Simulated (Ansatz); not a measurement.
Ansatz results at the PBE0-D4/def2-TZVP geometry: HOMO–LUMO gap (ωB97M-V/def2-TZVPP) 10.32 eV; HOMO energy (B3LYP/def2-TZVPP) -6.86 eV; HOMO–LUMO gap (PBE/def2-TZVPP) 4.68 eV.

Each molecule was computed in one conformer, which needn't be the lowest.

Which molecule gave them?
A. `C=NBC[SiH3]`
B. `O[SiH]1[SiH2]S1`
C. `[SiH3]O[Si]S`
D. `[SiH3][CH2][GeH2][SH]`

B. The others give `[SiH3][CH2][GeH2][SH]`: 11.29, -7.01, 5.38; `[SiH3]O[Si]S`: 9.08, -6.70, 3.18; `C=NBC[SiH3]`: 11.06, -7.32, 4.29.

B3LYP here is the variant with VWN-RPA as its local correlation; programs differ in this.
